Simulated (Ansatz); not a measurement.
Ansatz (a program for electronic structure) input:
A basis named .json is the Basis Set Exchange file of that set.

Ansatz 0.2 input:
```yaml
crystal:
  periodic: [false, false, false]
  atoms:
    - {symbol: Si, position_ang: [-0.03384011, 0.01282815, -0.34972143]}
    - {symbol: C, position_ang: [1.48176743, -0.96613456, -0.01309480]}
    - {symbol: C, position_ang: [-1.49387982, -0.59814401, 0.62898622]}
    - {symbol: F, position_ang: [0.26226463, 1.54946782, 0.04035702]}
    - {symbol: H, position_ang: [-0.35147091, 0.01759264, -1.79925697]}
    - {symbol: H, position_ang: [2.47853984, -0.54303757, -0.07307541]}
    - {symbol: H, position_ang: [1.45478292, -2.02425115, 0.22436826]}
    - {symbol: H, position_ang: [-2.38097876, 0.00246722, 0.41961950]}
    - {symbol: H, position_ang: [-1.71875163, -1.63451453, 0.36427467]}
    - {symbol: H, position_ang: [-1.29606723, -0.55738963, 1.70160837]}
basis:
  gaussian:
    orbitals: def2-QZVPP.json
hamiltonian:
  xc: {name: PBE0}
magnetization: {spin_polarized: true, initial_magnetization: 1}
```

Task: Which total energy does the run end on?

Result: -468.96848 Eh (PBE0/def2-QZVPP). The basis has 421 functions.

It need not be the lowest isomer of its formula.
